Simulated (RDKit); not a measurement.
Job for RDKit: UFF on H3NSSn (SMILES [NH2][Sn][SH]), a point of a torsion scan.

```python
from rdkit import Chem
from rdkit.Chem import AllChem, rdDetermineBonds

blocks = [
'''6

N    -1.29270130    0.03311002    0.16762973
Sn    0.24385374   -0.82838783    1.18225487
S     1.90894315   -0.35561641   -0.56069545
H    -2.23425238    0.16958032    0.50765140
H    -1.22994654    0.47358815   -0.74011495
H     2.69378468   -1.39947603   -0.32680439
''',
]
mol = None
for b in blocks:
    f = Chem.MolFromXYZBlock(b)
    rdDetermineBonds.DetermineBonds(f, charge=0)
    mol = f if mol is None else Chem.CombineMols(mol, f)
Chem.SanitizeMol(mol)
print(Chem.MolToSmiles(Chem.RemoveHs(mol)))
ff = AllChem.UFFGetMoleculeForceField(mol, vdwThresh=100.0, ignoreInterfragInteractions=False)
e = ff.CalcEnergy()
print(f'UFF energy {e:.6f} kcal/mol')
```

Output:

```
UFFTYPER: Warning: hybridization set to SP3 for atom 1
[H]/[S+]=[Sn-]/[NH2]
UFF energy 108.684419 kcal/mol
```

The run finished.

Cost: about 0.020 core-seconds (a rough figure).
